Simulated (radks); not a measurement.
Problem. The mean radii <r> (bohr) of the occupied orbitals of an atom or ion are listed with their occupations. Calculated with a radial shooting solver on a logarithmic mesh with Libxc functionals: Dirac Kohn-Sham, exchange-only B88, spin-unpolarised, spherical densities, finite nucleus; Fermi nuclear charge, rms radius of each element as measured or else 0.836 A^(1/3) + 0.57 fm.

orbital  occ.      <r>
1s1/2       2  0.03916
2s1/2       2   0.1722
2p1/2       2   0.1475
2p3/2       4   0.1516
3s1/2       2   0.4921
3p1/2       2   0.4915
3p3/2       4   0.5020
3d3/2       4   0.4963
3d5/2       6   0.5000
4s1/2       2    1.357
4p1/2       2    1.545
4p3/2       4    1.579
5s1/2       1    4.003
6s1/2       1    10.80

Name the element and its charge. Open shells, if any, are shared by 2j + 1.

Solution. Z = 38, strontium, charge 0: Sr in [Kr] 5s1 6s1. The 1s radius gives Z: for a bare nucleus <r> = (2 gamma + 1)/(2Z) with gamma = sqrt(1 - (Z/c)^2), 0.03844 bohr for Z = 38, and screening makes it slightly larger (0.03916 here). The occupations add up to 38, and the charge is Z minus that.
